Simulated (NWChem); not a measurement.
# CAlClFNO; SMILES O=C=[N][Al]([F])[Cl]

```xyz
6

Al     0.4069     0.5461     0.0010
Cl    -1.0902     1.9785    -0.0006
F      1.9827     1.0365    -0.0013
N      0.0394    -1.1657     0.0031
C     -0.2097    -2.3421     0.0006
O     -0.4522    -3.4813    -0.0021
```
Atoms are numbered in this order, from 1.

Computed with NWChem. Pople sets run with spherical d functions. Geometry: optimised at PBE0/def2-SVP. Total energies compare along this basis series because the functional is fixed.

```json
[
 {"level": "B3LYP/STO-3G", "basis functions": "38", "energy (Ha)": "-959.0702", "highest occupied level (eV)": "-5.06", "orbital gap (eV)": "7.91", "dipole (D)": "1.89"},
 {"level": "B3LYP/3-21G", "basis functions": "62", "energy (Ha)": "-965.7510", "highest occupied level (eV)": "-8.54", "orbital gap (eV)": "7.20", "dipole (D)": "0.49"},
 {"level": "B3LYP/6-31G*", "basis functions": "92", "energy (Ha)": "-970.7442", "highest occupied level (eV)": "-8.68", "orbital gap (eV)": "7.34", "dipole (D)": "0.30"},
 {"level": "B3LYP/6-31+G*", "basis functions": "116", "energy (Ha)": "-970.7662", "highest occupied level (eV)": "-8.99", "orbital gap (eV)": "7.22", "dipole (D)": "0.54"},
 {"level": "B3LYP/6-311G**", "basis functions": "124", "energy (Ha)": "-970.8839", "highest occupied level (eV)": "-8.86", "orbital gap (eV)": "7.40", "dipole (D)": "0.28"},
 {"level": "B3LYP/6-311++G**", "basis functions": "148", "energy (Ha)": "-970.8951", "highest occupied level (eV)": "-9.02", "orbital gap (eV)": "7.22", "dipole (D)": "0.57"}
]
```
